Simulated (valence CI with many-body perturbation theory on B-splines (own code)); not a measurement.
**Rb VII: electric-dipole lines**

Method: valence CI with perturbative core correlation (CI+MBPT): three valence electrons over a frozen Dirac-Fock core [Ar] 3d10, radial functions for each j: 11 s, 11 p, 9 d, 7 f, 5 g, 2 h, 1 i, with the one-electron correlation potential Σ1 (screened to all orders), the two-electron term Σ2, the three-electron term Σ3, Breit, model QED; selected single and double excitations, second order for the rest, scaled by the run's own slope (own B-spline code, finite nucleus).

Set against measurement, 19 paired levels are off by 89 cm⁻¹ on average, the worst by 214. These come from a selection out of Sansonetti, J. Phys. Chem. Ref. Data 35, 301 (2006). Levels without a partner in it may be off by more.

Lines 101 to 150 of 274 in falling wavelength, among levels below 554170 cm⁻¹, chosen from the strongest by gf and those to the six lowest levels. Wavelengths and rates use the calculated energies, so an error of 90 cm⁻¹ moves a line at 54.72 nm by 0.049 % and its rate by three times that or more. Electric multipoles are in the length gauge, E1 and E2 with the static RPA response of the core. Weak lines are less certain than strong ones. Lines between different terms over intervals too small for the method are left out, as are lines whose strength nearly cancels. Where a level lies close to another of its J and parity, the split of strength between their lines is uncertain. The highest levels of a list are the least certain.

Names give the largest LS component (configuration and term), which can be under half, so a name can repeat, a term be missing and a line seem to break the LS rules; names also repeat where a configuration has a term twice. Letters in brackets count levels of one name in rising energy.

```tsv
λ vac (nm)	λ from measured levels	Upper	Lower	A (s⁻¹)	log gf	Branch %
54.96		4p2 4d 4D_1/2	4s 4p 4d 4F°_3/2	8.65e+09	-0.11	76.2
54.84		4s 4p 5p 4P_5/2 [a]	4s 4p 4d 4F°_5/2	1.06e+09	-0.54	14.6
54.72	54.74	4p3 4S°_3/2	4s 4p2 4P_5/2	5.26e+09	-0.02	40.9
54.70	54.66	4p3 2D°_5/2	4s 4p2 4P_5/2	8.89e+07	-1.62	3.2
54.65	54.64	4p3 2P°_3/2	4s 4p2 2D_5/2	4.42e+09	-0.10	53.9
54.43		4s 4p 5p 4P_5/2 [b]	4s 4p 4d 4F°_5/2	1.37e+09	-0.44	13.3
54.41		4p2 4d 2P_3/2	4s 4p 4d 4F°_5/2	2.39e+09	-0.37	19.2
54.34		4p2 4d 4D_7/2	4s 4p 4d 4F°_7/2	1.31e+09	-0.33	11.5
54.21	54.19	4p3 2P°_3/2	4s 4p2 2D_3/2	7.54e+08	-0.88	9.2
54.10	54.11	4p3 2D°_3/2	4s 4p2 4P_3/2	1.70e+09	-0.53	21.8
54.05		4s 4p 4d 2D°_5/2 [a]	4s 4p2 2P_3/2	8.03e+08	-0.68	3.5
53.15	53.17	4p3 4S°_3/2	4s 4p2 4P_3/2	4.44e+09	-0.12	34.5
52.84	52.84	4p3 2D°_3/2	4s 4p2 4P_1/2	1.22e+09	-0.69	15.6
52.65		4s 4p 5s 2P°_1/2 [b]	4s2 5s 2S_1/2	1.44e+10	0.08	36.3
52.48		4s 4p 5s 2P°_3/2 [b]	4s2 5s 2S_1/2	1.40e+10	0.36	38.6
52.44	52.44	4s 4p2 2S_1/2	4s2 4p 2P°_1/2	9.99e+09	-0.08	97.2
52.42		4s 4p 4d 2D°_3/2 [b]	4s2 4d 2D_5/2	6.84e+09	0.05	14.3
52.19		4s 4p 4d 2P°_1/2 [b]	4s2 4d 2D_3/2	1.31e+10	0.03	33.4
52.07		4s 4p 4d 2D°_3/2 [b]	4s2 4d 2D_3/2	3.53e+09	-0.24	7.4
51.99		4s 4p 4d 2P°_3/2 [b]	4s2 4d 2D_5/2	5.73e+09	-0.03	13.2
51.96	51.98	4s 4p2 2P_1/2	4s2 4p 2P°_3/2	1.09e+10	-0.05	65.1
51.93	51.94	4p3 4S°_3/2	4s 4p2 4P_1/2	2.13e+09	-0.46	16.6
51.88		4s 4p 4d 2D°_5/2 [b]	4s2 4d 2D_5/2	8.91e+09	0.33	16.3
51.65		4s 4p 4d 2P°_3/2 [b]	4s2 4d 2D_3/2	7.31e+09	0.07	16.9
51.54		4s 4p 4d 2D°_5/2 [b]	4s2 4d 2D_3/2	1.07e+09	-0.59	2.0
50.92		4s 4p 4d 4F°_3/2	4s 4p2 2D_3/2	1.62e+08	-1.60	49.8
50.87	50.90	4s 4p2 2P_3/2	4s2 4p 2P°_3/2	1.70e+10	0.42	82.0
49.28	49.30	4s 4p2 2P_1/2	4s2 4p 2P°_1/2	5.84e+09	-0.37	34.9
48.30	48.32	4s 4p2 2P_3/2	4s2 4p 2P°_1/2	3.72e+09	-0.28	18.0
48.21	48.22	4s2 4f 2F°_7/2	4s2 4d 2D_5/2	4.13e+10	1.06	88.4
48.02	48.03	4s2 4f 2F°_5/2	4s2 4d 2D_5/2	3.38e+09	-0.15	7.0
47.72	47.74	4s2 4f 2F°_5/2	4s2 4d 2D_3/2	3.89e+10	0.90	80.3
46.93	46.92	4p3 2P°_3/2	4s 4p2 4P_5/2	1.04e+08	-1.86	1.3
46.35	46.34	4p3 2P°_1/2	4s 4p2 4P_3/2	1.40e+07	-3.04	0.2
45.78		4s 4p 4d 4P°_5/2	4s 4p2 2D_3/2	6.12e+07	-1.94	0.2
45.77	45.76	4p3 2P°_3/2	4s 4p2 4P_3/2	2.52e+08	-1.50	3.1
45.45		4s 4p 4d 4D°_3/2	4s 4p2 2D_3/2	5.19e+08	-1.19	1.7
45.41	45.40	4p3 2P°_1/2	4s 4p2 4P_1/2	1.30e+07	-3.09	0.2
45.29		4s 4p 4d 2P°_3/2 [a]	4s 4p2 2P_3/2	6.20e+09	-0.12	17.9
44.86	44.85	4p3 2P°_3/2	4s 4p2 4P_1/2	8.79e+07	-1.97	1.1
44.80		4p2 4d 4D_3/2	4p3 2D°_5/2	3.91e+09	-0.33	35.9
44.44		4s 4p 4d 4F°_3/2	4s 4p2 4P_5/2	9.96e+06	-2.93	3.1
44.21		4s 4p 4d 4P°_1/2	4s 4p2 2D_3/2	4.83e+07	-2.55	0.2
44.11		4s 4p 4d 4P°_3/2	4s 4p2 2D_3/2	8.88e+07	-1.98	0.3
44.08		4s 4p 4d 4D°_5/2	4s 4p2 2D_3/2	1.18e+08	-1.69	0.3
44.01		4s 4p 4d 4F°_5/2	4s 4p2 4P_5/2	1.23e+08	-1.67	27.1
43.82		4p2 4d 2P_3/2	4p3 2D°_5/2	4.18e+09	-0.32	33.5
43.64		4s 4p 4d 2P°_1/2 [a]	4s 4p2 2P_1/2	1.99e+10	0.06	63.3
43.58		4s 4p 4d 2D°_3/2 [a]	4s 4p2 2D_5/2	2.14e+09	-0.61	9.0
43.48		4s 4p 4d 2D°_5/2 [a]	4s 4p2 2D_5/2	1.73e+10	0.47	76.4
```
